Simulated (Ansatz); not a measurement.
Scan of the In1–H3 bond length

InH₃ (SMILES [InH3]), closed shell, at its PBE0-D4/def2-TZVP minimum:

```xyz
4
angstrom
In 0.0139 -0.0151 -0.0051
H 0.4155 1.5160 0.6782
H -1.0956 -0.1073 -1.3214
H 0.7218 -1.4540 0.6280
```

The bond length In1–H3 (1.724 Å at the minimum) is set to the values below, with the rest relaxed at PBE0-D4/def2-TZVP at each step. Each method's energies count from its own value at the PBE0-D4 minimum structure. Computed with Ansatz 0.2.0 (basis: def2-TZVPP); correlated methods freeze the cores. Filled d shells of the heavier atoms are correlated. Core potentials replace the inner electrons of the atoms past krypton. The def2 sets are not built for correlating such inner shells, so the correlated values are less sure here. B3LYP uses VWN-RPA correlation.

CCSD(T) energies along the scan:
```csv
bond length (Å),CCSD(T) (kcal/mol)
1.414,20.01
1.486,10.45
1.593,2.60
1.717,0.00
1.855,2.20
2.003,7.94
2.161,15.98
2.327,25.10
2.500,34.41
```
They count from the CCSD(T) energy at the PBE0-D4 minimum.

Minimum and curvature along this coordinate at CCSD(T): A fifth-order fit through the nearest points gives 1.718 Å, with a curvature of about 12 eV/Å².

Largest difference from the CCSD(T) curve over the scan: PBE-D4 4.12; r2SCAN-D4 0.87; PBE0-D4 0.89; B3LYP-D4 2.31 kcal/mol. Each curve counts from its own value at the minimum.

No T1 diagnostic of these runs exceeds 0.021. The restricted Hartree–Fock reference is unstable towards an unrestricted one at one or more of these structures.

For scale, one of the runs: CCSD(T)/def2-TZVPP, 92 basis functions, launched by `ansatz run in.yaml --threads 2 --pin off --events-out ev --progress --plain --max-ram 4352MiB`. The run took about 2 s on 2 CPU threads of an Arm Neoverse V2 (shared host).
